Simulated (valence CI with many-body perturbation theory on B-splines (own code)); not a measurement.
Tc37+: electric-dipole lines

Computed by relativistic CI+MBPT: four valence electrons over a frozen Dirac-Fock core [He], radial functions for each j: 11 s, 11 p, 10 d, 8 f, 5 g, 2 h, with the one-electron correlation potential Σ1, the two-electron term Σ2, the three-electron term Σ3, Breit, model QED; selected CI, second order for the rest, scaled by the run's own slope (own B-spline code, finite nucleus).

No measured spectrum was set against this ion. As an estimate, large intervals hold to a few tenths of a per cent, small ones and those within an open d or f shell to about a per cent. Among the levels kept, up to 1000 cm⁻¹ of a level comes from second order outside the variational space, and about a tenth of that is noise between levels of different J, which matters for small intervals.

Lines 51 to 100 of 546 in falling wavelength, among levels below 269.68 Ry, chosen from the strongest by gf and those to the six lowest levels. Wavelengths and rates use the calculated energies. Electric multipoles are in the length gauge, E1 and E2 with the static RPA response of the core. Weak lines are less certain than strong ones. Lines between different terms over intervals too small for the method are left out, as are lines whose strength nearly cancels. The highest levels of a list are the least certain.

Levels are named by their leading jj configuration (3d3/2^4 stands for four electrons in 3d with j = 3/2), which in mixed levels can hold well under half, so a name can repeat and another be missing. Letters in brackets count levels of one name in rising energy.

| λ vac (Å) | Upper | Lower | A (s⁻¹) | S (a.u.) with core polarisation | S without |
| --- | --- | --- | --- | --- | --- |
| 169.3 | (2s 2p1/2 2p3/2 3d3/2) J=2 [b] | (2s 2p1/2 2p3/2 3p1/2) J=2 [b] | 5.77e+09 | 6.90e-02 | 6.90e-02 |
| 169.2 | (2s 2p1/2^2 3p3/2) J=1 | (2s 2p1/2^2 3s) J=0 | 9.44e+09 | 6.78e-02 | 6.78e-02 |
| 167.5 | (2s 2p3/2^2 3p3/2) J=1 [a] | (2s 2p3/2^2 3s) J=2 | 1.10e+10 | 7.65e-02 | 7.65e-02 |
| 166.5 | (2s 2p3/2^2 3d3/2) J=3 [a] | (2s 2p3/2^2 3p1/2) J=3 | 3.76e+09 | 5.99e-02 | 5.99e-02 |
| 166.1 | (2p1/2^2 2p3/2 3d3/2) J=2 | (2p1/2^2 2p3/2 3p1/2) J=2 | 4.77e+09 | 5.40e-02 | 5.40e-02 |
| 165.6 | (2s^2 2p3/2 3p3/2) J=1 | (2s^2 2p3/2 3s) J=1 | 9.25e+09 | 6.22e-02 | 6.22e-02 |
| 165.4 | (2p1/2 2p3/2^2 3p3/2) J=3 [b] | (2p1/2 2p3/2^2 3s) J=3 | 6.48e+09 | 1.01e-01 | 1.01e-01 |
| 165.2 | (2s 2p1/2 2p3/2 3d3/2) J=2 [a] | (2s 2p1/2 2p3/2 3p1/2) J=2 [a] | 4.55e+09 | 5.06e-02 | 5.06e-02 |
| 165.1 | (2p1/2 2p3/2^2 3d3/2) J=2 | (2p1/2 2p3/2^2 3p1/2) J=2 [a] | 5.18e+09 | 5.75e-02 | 5.75e-02 |
| 164.7 | (2s 2p1/2 2p3/2 3p3/2) J=2 [c] | (2s 2p1/2 2p3/2 3s) J=1 [c] | 4.45e+09 | 4.91e-02 | 4.91e-02 |
| 163.8 | (2p1/2^2 2p3/2 3p3/2) J=3 | (2s 2p3/2^2 3p1/2) J=2 [a] | 3.44e+09 | 5.22e-02 | 5.22e-02 |
| 163.7 | (2s 2p1/2 2p3/2 3d3/2) J=1 [b] | (2s 2p1/2 2p3/2 3p1/2) J=2 [b] | 8.05e+09 | 5.23e-02 | 5.23e-02 |
| 163.6 | (2p1/2 2p3/2^2 3p3/2) J=4 | (2p1/2 2p3/2^2 3s) J=3 | 1.70e+10 | 3.31e-01 | 3.31e-01 |
| 163.2 | (2p1/2^2 2p3/2 3p3/2) J=3 | (2p1/2^2 2p3/2 3s) J=2 | 1.31e+10 | 1.96e-01 | 1.97e-01 |
| 162.5 | (2p1/2^2 2p3/2 3d3/2) J=2 | (2p1/2^2 2p3/2 3p1/2) J=1 | 6.13e+09 | 6.48e-02 | 6.49e-02 |
| 162.0 | (2p1/2 2p3/2^2 3p3/2) J=3 [a] | (2p1/2 2p3/2^2 3s) J=2 [a] | 1.61e+10 | 2.37e-01 | 2.37e-01 |
| 160.7 | (2p1/2 2p3/2^2 3p3/2) J=2 [a] | (2p1/2 2p3/2^2 3s) J=2 [a] | 7.23e+09 | 7.40e-02 | 7.41e-02 |
| 160.4 | (2s 2p3/2^2 3d3/2) J=3 [b] | (2s 2p3/2^2 3p1/2) J=2 [b] | 6.33e+09 | 9.02e-02 | 9.02e-02 |
| 160.0 | (2p1/2^2 2p3/2 3d3/2) J=3 | (2p1/2^2 2p3/2 3p1/2) J=2 | 1.10e+10 | 1.55e-01 | 1.55e-01 |
| 159.5 | (2s 2p1/2 2p3/2 3p3/2) J=3 [c] | (2s 2p1/2 2p3/2 3s) J=2 [c] | 1.49e+10 | 2.08e-01 | 2.08e-01 |
| 159.0 | (2s 2p1/2 2p3/2 3p3/2) J=2 [a] | (2s 2p1/2 2p3/2 3s) J=1 [a] | 9.52e+09 | 9.46e-02 | 9.46e-02 |
| 158.3 | (2s 2p1/2 2p3/2 3d3/2) J=4 | (2s 2p1/2 2p3/2 3p1/2) J=3 | 6.53e+09 | 1.15e-01 | 1.15e-01 |
| 158.1 | (2s 2p3/2^2 3d3/2) J=2 [a] | (2s 2p3/2^2 3p1/2) J=2 [a] | 6.76e+09 | 6.59e-02 | 6.59e-02 |
| 157.2 | (2s 2p1/2 2p3/2 3d3/2) J=3 [a] | (2s 2p1/2 2p3/2 3p1/2) J=2 [a] | 8.49e+09 | 1.14e-01 | 1.14e-01 |
| 157.2 | (2s 2p1/2^2 3d3/2) J=1 | (2s 2p1/2^2 3p1/2) J=0 | 7.62e+09 | 4.38e-02 | 4.38e-02 |
| 157.1 | (2s 2p3/2^2 3p3/2) J=3 [a] | (2s 2p3/2^2 3s) J=3 [b] | 4.66e+09 | 6.24e-02 | 6.24e-02 |
| 156.8 | (2p1/2 2p3/2^2 3d3/2) J=3 | (2p1/2 2p3/2^2 3p1/2) J=2 [a] | 9.53e+09 | 1.27e-01 | 1.27e-01 |
| 156.8 | (2s 2p1/2 2p3/2 3p3/2) J=1 [b] | (2s 2p1/2 2p3/2 3s) J=2 [b] | 1.01e+10 | 5.75e-02 | 5.75e-02 |
| 156.3 | (2s 2p3/2^2 3p3/2) J=3 [b] | (2s 2p1/2 2p3/2 3d5/2) J=2 [c] | 4.84e+09 | 6.38e-02 | 6.38e-02 |
| 156.3 | (2s 2p3/2^2 3p3/2) J=4 | (2s 2p3/2^2 3s) J=3 [b] | 1.02e+10 | 1.72e-01 | 1.72e-01 |
| 156.0 | (2s^2 2p3/2 3p3/2) J=3 | (2s^2 2p3/2 3s) J=2 | 1.24e+10 | 1.63e-01 | 1.63e-01 |
| 154.8 | (2s 2p1/2 2p3/2 3p3/2) J=3 [b] | (2s 2p1/2 2p3/2 3s) J=2 [b] | 1.02e+10 | 1.31e-01 | 1.31e-01 |
| 154.5 | (2s 2p1/2^2 3d3/2) J=2 | (2s 2p1/2^2 3p1/2) J=1 | 1.13e+10 | 1.03e-01 | 1.03e-01 |
| 154.4 | (2p1/2 2p3/2^2 3d3/2) J=1 | (2p1/2 2p3/2^2 3p1/2) J=1 [a] | 1.00e+10 | 5.47e-02 | 5.47e-02 |
| 154.1 | (2s^2 2p3/2 3d3/2) J=3 | (2s^2 2p3/2 3p1/2) J=2 | 8.40e+09 | 1.06e-01 | 1.06e-01 |
| 154.0 | (2s 2p1/2 2p3/2 3p3/2) J=4 | (2s 2p1/2 2p3/2 3s) J=3 | 1.84e+10 | 2.98e-01 | 2.98e-01 |
| 153.1 | (2s 2p3/2^2 3d3/2) J=2 [c] | (2s 2p3/2^2 3p1/2) J=1 [b] | 5.93e+09 | 5.25e-02 | 5.25e-02 |
| 152.8 | (2p1/2 2p3/2^2 3d3/2) J=2 | (2p1/2 2p3/2^2 3p1/2) J=1 [a] | 6.29e+09 | 5.54e-02 | 5.54e-02 |
| 152.8 | (2s 2p1/2 2p3/2 3d3/2) J=3 [c] | (2s 2p1/2 2p3/2 3p1/2) J=2 [c] | 1.15e+10 | 1.42e-01 | 1.42e-01 |
| 152.7 | (2s 2p3/2^2 3d3/2) J=1 [a] | (2s 2p3/2^2 3p1/2) J=2 [a] | 1.00e+10 | 5.27e-02 | 5.27e-02 |
| 151.2 | (2p1/2^2 2p3/2 3d3/2) J=1 | (2p1/2^2 2p3/2 3p1/2) J=1 | 1.08e+10 | 5.55e-02 | 5.55e-02 |
| 150.8 | (2p1/2^2 2p3/2 3p3/2) J=2 | (2p1/2^2 2p3/2 3s) J=1 | 1.37e+10 | 1.16e-01 | 1.16e-01 |
| 150.7 | (2s 2p1/2 2p3/2 3p3/2) J=2 [c] | (2s 2p1/2 2p3/2 3s) J=1 [b] | 5.70e+09 | 4.81e-02 | 4.81e-02 |
| 150.2 | (2s^2 2p1/2 3d3/2) J=2 | (2s^2 2p1/2 3p1/2) J=1 | 1.19e+10 | 9.94e-02 | 9.94e-02 |
| 150.0 | (2s 2p1/2 2p3/2 3d3/2) J=2 [a] | (2s 2p1/2 2p3/2 3p1/2) J=1 [a] | 6.21e+09 | 5.17e-02 | 5.17e-02 |
| 149.8 | (2s 2p1/2 2p3/2 3p3/2) J=3 [a] | (2s 2p1/2 2p3/2 3s) J=2 [a] | 1.62e+10 | 1.88e-01 | 1.88e-01 |
| 149.3 | (2s 2p3/2^2 3d3/2) J=4 | (2s 2p3/2^2 3p1/2) J=3 | 1.09e+10 | 1.62e-01 | 1.62e-01 |
| 149.3 | (2s 2p1/2 2p3/2 3d3/2) J=1 [a] | (2s 2p1/2 2p3/2 3p1/2) J=1 [a] | 1.02e+10 | 5.01e-02 | 5.01e-02 |
| 147.6 | (2s 2p3/2^2 3p3/2) J=2 [b] | (2s 2p3/2^2 3s) J=1 [a] | 8.75e+09 | 6.95e-02 | 6.95e-02 |
| 147.1 | (2s 2p1/2 2p3/2 3p3/2) J=2 [d] | (2s 2p1/2 2p3/2 3s) J=1 [c] | 1.23e+10 | 9.65e-02 | 9.65e-02 |
